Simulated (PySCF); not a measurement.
An unknown is described by computed data only.

Formula: C6H4BClF2.

* 13C NMR: chemical shifts (computed TMS as zero) by class: 143.3 (1 C), 140.2 (1 C), 137.7 (1 C), 137.3 (1 C), 131.6 (1 C), 126.7 (1 C) ppm [GIAO B97-2/pcSseg-1]
* UV, strongest line: among the 10 lowest singlet transitions: S3 at 6.44 eV (193 nm, f = 0.712) [TDDFT CAM-B3LYP/def2-SVPD]
* UV, first state: lowest singlet excitation: 4.90 eV (253 nm, f = 0.029) [TDDFT CAM-B3LYP/def2-SVPD]
* Triplet: lowest triplet excitation (Tamm–Dancoff): 3.78 eV [TDA CAM-B3LYP/def2-SVPD]
* Valence photoelectron: vertical ionisation energy: 9.45 eV [ΔSCF CAM-B3LYP/def2-SVPD]
* Polarisability: 95.3 au [CAM-B3LYP/def2-SVPD]
* NMR, other nuclei: isotropic shieldings of nuclei other than C and H, by class: 78 (1 B), 270 (2 F), 705 (1 Cl) ppm [GIAO B97-2/pcSseg-1]
* 1H NMR: chemical shifts (computed TMS as zero) by class: 7.96 (1 H), 7.85 (1 H), 7.58 (1 H), 7.44 (1 H) ppm [GIAO B97-2/pcSseg-1]
* Rotational structure: rotational constants A, B, C: 2.150, 0.646, 0.496 GHz [PBE0-D3(BJ)/def2-SVP]

Electronic properties: PySCF, gas phase, density fitting. Levels stand in brackets. Geometry: PBE0-D3(BJ)/def2-SVP; no solvent, vibrations or thermal averaging. NMR classes are plain means over equivalent atoms (diastereotopic ones count apart unless rotation or inversion swaps them), as if these changed places fast.

Task: Propose a structure and show how it fits.

Result: Numbering: `[F:1][B:2]([F:3])[c:4]1[cH:5][cH:6][cH:7][c:8]([Cl:9])[cH:10]1`. 6 carbons fall into 6 classes; from least to most shielded: aromatic C–Cl carbon [C8] (143.3 ppm), aromatic CH carbon [C10] (140.2 ppm), aromatic CH carbon [C7] (137.7 ppm), aromatic CH carbon [C5] (137.3 ppm), aromatic CH carbon [C6] (131.6 ppm), substituted aromatic carbon [C4] (126.7 ppm). Hydrogen classes from least to most shielded: 1 H on an aromatic CH carbon, C10 (7.96 ppm), 1 H on an aromatic CH carbon, C5 (7.85 ppm), 1 H on an aromatic CH carbon, C7 (7.58 ppm), 1 H on an aromatic CH carbon, C6 (7.44 ppm). The other shieldings belong to: 78 ppm, three-coordinate boron [B2]; 270 ppm, boron-bound fluorine [F1/F3]; 705 ppm, aryl chlorine [Cl9]. S1 is mainly HOMO→LUMO (weight 0.75); the largest Löwdin shares of the orbital it empties are 0.25 on the aryl chlorine, 0.20 on the aromatic C–Cl carbon, 0.18 on an aromatic CH carbon and 0.11 on an aromatic CH carbon, of the orbital it fills 0.17 on the substituted aromatic carbon, 0.17 on an aromatic CH carbon, 0.15 on the three-coordinate boron and 0.11 on an aromatic CH carbon. The optimised geometry has point group Cs and is an asymmetric top. Structure: `FB(F)c1cccc(Cl)c1`. Computed isomers that give other values at the same levels: `FB(F)c1ccccc1Cl` (rotational constant A: 1.439 GHz; this holds for the one conformer computed); `FB(F)c1ccc(Cl)cc1` (rotational constant A: 3.679 GHz; this holds for the one conformer computed). The assignments are read from this structure; whether some other isomer fits the data as well wasn't checked.

Conformer computed: `[F:1][B:2]([F:3])[c:4]1[cH:5][cH:6][cH:7][c:8]([Cl:9])[cH:10]1`: F1–B2–C4–C5 180°.
